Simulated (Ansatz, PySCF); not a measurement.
Te(Et)(SH) (C₂H₆STe), SMILES CC[Te]S. Atoms are numbered in the order given.

```xyz
10

Te     0.0527    -0.0887     0.7352
C      0.7860    -1.4088    -0.8609
C      1.4753    -0.6719    -1.9956
H     -0.0846    -1.9850    -1.2038
H      1.4628    -2.0985    -0.3303
H      2.3705    -0.1354    -1.6457
H      0.7957     0.0633    -2.4536
H      1.7848    -1.3816    -2.7826
S     -1.3555     1.3108    -0.6871
H     -2.4721     0.5443    -0.6262
```

Coordinates come from a B3LYP-D3(BJ)/def2-SVP optimisation. This is a generated structure with no PubChem entry under its InChIKey; it may be hypothetical. The def2 effective core potentials stand for the cores of Te; spin–orbit coupling is left out. Other conformers were not sampled.

Two levels are set side by side: PBE-D3(BJ)/def2-SVP (Ansatz, a first-principles code) and B3LYP-D3(BJ)/def2-SVP (Ansatz). Each level has its own optimised geometry; the coordinates shown are those of the second. Frequencies come from the Hessian of PySCF at each geometry. Differences are taken from unrounded values.

| quantity | B3LYP-D3(BJ) |
|---|---|
| mean bond length (Å) | 1.447 |
| bond Te1–C2 (Å) | 2.197 |
| bond Te1–S9 (Å) | 2.442 |
| bond C2–C3 (Å) | 1.518 |
| bond C2–H4 (Å) | 1.099 |
| bond C2–H5 (Å) | 1.102 |
| bond C3–H6 (Å) | 1.101 |
| bond C3–H7 (Å) | 1.101 |
| bond C3–H8 (Å) | 1.104 |
| bond S9–H10 (Å) | 1.356 |
| highest harmonic wavenumber (cm⁻¹) | 3136 |
| mean harmonic wavenumber (cm⁻¹) | 1359 |
| zero-point energy (kcal/mol) | 46.62 |

### Question
What does PBE-D3(BJ) give, and how far is it from B3LYP-D3(BJ)? (The exact figures need the calculation; the answer reports its results.)

### Answer

```csv
quantity,PBE-D3(BJ),PBE-D3(BJ) minus B3LYP-D3(BJ)
mean bond length (Å),1.452,0.006
bond Te1–C2 (Å),2.203,0.005
bond Te1–S9 (Å),2.437,-0.005
bond C2–C3 (Å),1.519,0.000
bond C2–H4 (Å),1.107,0.008
bond C2–H5 (Å),1.111,0.008
bond C3–H6 (Å),1.108,0.008
bond C3–H7 (Å),1.109,0.008
bond C3–H8 (Å),1.111,0.007
bond S9–H10 (Å),1.366,0.011
highest harmonic wavenumber (cm⁻¹),3076,-60
mean harmonic wavenumber (cm⁻¹),1324,-35
zero-point energy (kcal/mol),45.41,-1.21
```

Exact exchange shortens and stiffens bonds; PBE has none. Differences between two approximate levels are no errors against the true value.
